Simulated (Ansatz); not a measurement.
## One reagent, a row of partners

Four-centre ligand exchange: HF meets different compounds of Si. Each row is one chosen step, not always the lowest open to these reactants.

Gas-phase electronic energies, without zero-point energy, by CCSD(T) at an estimated basis limit (MP2 extrapolated from triple and quadruple zeta, plus CCSD(T) − MP2 in triple zeta); Ansatz 0.2.0, def2-TZVPP and QZVPP, frozen cores, on PBE0-D4/def2-TZVP structures. Extrapolation: Hartree–Fock as exp(−7.88 √X), correlation as X^−2.97. All energies, in eV, count from the separated reactants, without counterpoise correction; the start and end structures are the complexes reached by relaxing down from the saddle, and deeper ones may exist. Brackets give SMILES, or, where every atom is bracketed, only which atoms are joined. Steps whose reference was doubtful or whose search ended elsewhere are left out.

| reactants | products | broken | formed | start structure | saddle | end structure |
| --- | --- | --- | --- | --- | --- | --- |
| Si₄H₉F ([F][Si]([SiH3])([SiH3])[SiH3]) + HF | Si₃H₆F₂ ([F][Si]([F])([SiH3])[SiH3]) + SiH₄ | F–H, Si–Si | F–Si, H–Si | -0.088 | 1.450 | -1.447 |
| SiH₂SF₂ ([F][SiH]([F])[SH]) + HF | SiHF₃ ([F][SiH]([F])[F]) + H₂S | F–H, S–Si | F–Si, H–S | -0.135 | 1.060 | -1.098 |
| SiH₃BrO ([OH][SiH2][Br]) + HF | SiH₃OF ([OH][SiH2][F]) + HBr | Br–Si, F–H | Br–H, F–Si | -0.275 | ? | -0.596 |
| SiH₄O₂ ([OH][SiH2][OH]) + HF | SiH₃OF ([OH][SiH2][F]) + H₂O | F–H, O–Si | F–Si, H–O | -0.365 | 0.680 | -0.594 |
| SiCl₄ ([Cl][Si]([Cl])([Cl])[Cl]) + HF | SiCl₃F ([F][Si]([Cl])([Cl])[Cl]) + HCl | Cl–Si, F–H | Cl–H, F–Si | -0.074 | 1.453 | -0.573 |
| Si₂H₃ClOF₂ ([F][Si]([F])([Cl])[O][SiH3]) + HF | SiClF₃ ([F][Si]([F])([F])[Cl]) + SiH₄O ([OH][SiH3]) | F–H, O–Si | F–Si, H–O | -0.147 | 0.909 | -0.233 |

(1) What is the height of the saddle for SiH₃BrO ([OH][SiH2][Br]) + HF? (Judge from chemistry; the value comes from the calculation.)

The T1 diagnostic stays at or below 0.015. The filled d shells of Br are correlated in sets not built for that, so values that involve them are less sure.

For scale, one of the runs: CCSD(T)/def2-TZVPP, 370 basis functions, launched by `ansatz run in.yaml --threads 2 --pin off --events-out ev --progress --plain --max-ram 32768MiB --backend cuda --devices 0, --max-vram 18GiB`. Time: 28 s of wall clock on 2 CPU threads of an AMD EPYC 7R13 and a share of one NVIDIA H100; the host was shared. Peak host memory: 0.85 GiB.

Results:

(1) Computed: 1.016 eV relative to the separated reactants, between the members at 0.909 and 1.060; above its start structure the barrier is 1.016 − (-0.275) ≈ 1.291 eV.
